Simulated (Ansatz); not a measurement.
A structure drawn as `[OH][SnH]([F])[O][SiH3]`, with this starting geometry:

Cartesian coordinates in Å:
```
O -1.121 0.401 -1.972
Sn -1.360 0.043 -0.078
F -3.136 -0.668 0.149
O -0.055 -1.297 0.644
Si 1.463 -0.473 0.581
H -0.321 1.076 -2.010
H -1.202 1.536 0.854
H 1.818 -0.034 -0.738
H 1.402 0.755 1.491
H 2.512 -1.338 1.080
```

Charge 0, multiplicity 1. Sn: def2 effective core potential.

Problem. Does it keep its bonds when Ansatz relaxes it at PBE-D4/def2-SVP and then PBE0-D4/def2-TZVP?

Solution. Yes, every drawn bond is still there and no new one forms.

Problem. Give the relaxed structure. (Estimate.)

Solution. The calculation gave: 
Z-matrix (Å, degrees):
```
Sn
F 1 1.912
O 1 1.933 2 103.8
O 1 1.937 2 105.7 3 115.5
H 1 1.682 2 112.3 3 -120.9
Si 3 1.640 1 134.9 2 59.3
H 4 0.961 1 113.4 2 -42.5
H 6 1.492 3 110.5 1 12.9
H 6 1.485 3 109.1 1 132.5
H 6 1.485 3 110.3 1 -107.4
```
All modes are real.

Atoms count as bonded under 1.1 times the sum of their covalent radii (H–H under 0.85 Å, pairs among N, O and F under 1.55 Å), and a drawn bond as lost past 1.3 times.
